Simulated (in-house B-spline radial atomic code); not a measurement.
**Sr⁵⁺: [Ar] 3d10 4s2 4p3**

Level of theory: non-relativistic M06-2X, spin-polarised, spherical fractional occupations, exact exchange averaged over the configuration, point nucleus; calculated with a B-spline radial code for spherical atoms.

Screening seen three ways: the hydrogenic charge with the same mean radius, Z_r = [3n² - l(l+1)]/(2<r>), the one with the same energy, Z_e = n√(-2ε), and Slater's rules. Values are occupation-weighted means over spin.

```
shell  electrons   ε (eV)  <r> (bohr)    Z_r    Z_e  Slater
   1s          2   -15810     0.04021  37.30  34.09   37.70
   2s          2  -2197.6      0.1772  33.86  25.42   33.85
   2p          6  -2009.9      0.1523  32.84  24.31   33.85
   3s          2   -405.8      0.5025  26.86  16.38   26.75
   3p          6  -336.56      0.5011  24.95  14.92   26.75
   3d         10  -209.25      0.4915  21.36  11.77   16.85
   4s          2  -101.24       1.309  18.34  10.91   11.30
   4p          3  -85.043       1.402  16.40  10.00   11.30
```

The least bound orbital is 4p up at -85.04 eV, and it is also the most diffuse (<r> = 1.402 bohr).

The density falls to 0.001 bohr⁻³ at 2.849 bohr; Σ<r²> = 16.024 bohr² gives, by the non-relativistic formula and without the paramagnetism of open shells, a Langevin diamagnetic susceptibility of -12.69×10⁻⁶ cm³/mol.
